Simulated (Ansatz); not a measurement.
Isolated molecules relaxed with PBE0-D4/def2-TZVP in Ansatz; ΔE leaves out vibrations. CCSD(T)/CBS is the MP2 limit (def2-TZVPP, def2-QZVPP) plus CCSD(T) − MP2 in def2-TZVPP, frozen cores. This one scheme is used for every species. Functionals use def2-TZVPP. B3LYP here is the variant with VWN-RPA as its local correlation; programs differ in this. For Br, Ge outer-core shells are correlated without core-valence functions, which leaves a few kJ/mol of doubt a bond. Scalar relativity is left out up to krypton.

Reaction (ligand exchange at a Ge–C bond): `C[CH2][GeH3]` + HBr → `[GeH3][Br]` + ethane

Problem. Is it downhill or uphill in electronic energy at CCSD(T)/CBS, and by how much? (Estimate.)

Solution. Ansatz gave: Downhill: ΔE = -22.8 kcal/mol.

Problem. What do these levels give: B3LYP, BHLYP, MP2/def2-SVP, MP2/def2-TZVPP, CCSD/def2-TZVPP, CCSD(T)/def2-TZVPP? (An estimate is asked.)

Solution. Ansatz gave: B3LYP -25.8, BHLYP -26.9, MP2/def2-SVP -23.6, MP2/def2-TZVPP -23.2, CCSD/def2-TZVPP -23.2, CCSD(T)/def2-TZVPP -22.6 kcal/mol.

Largest T1 diagnostic among the species: 0.010.

Leaving LDA and LC-ωPBE aside and taking each functional with its dispersion term where it has one, the values, not all of them listed here, spread over 3.2 kcal/mol, from BHLYP-D4 to revPBE-D4. LDA lies +2.8 kcal/mol from PBE without D4. In def2-TZVPP, CCSD(T) changes the Hartree–Fock value by +6.7 kcal/mol (the triples alone add +0.6 kcal/mol) and MP2 by +6.1 kcal/mol.
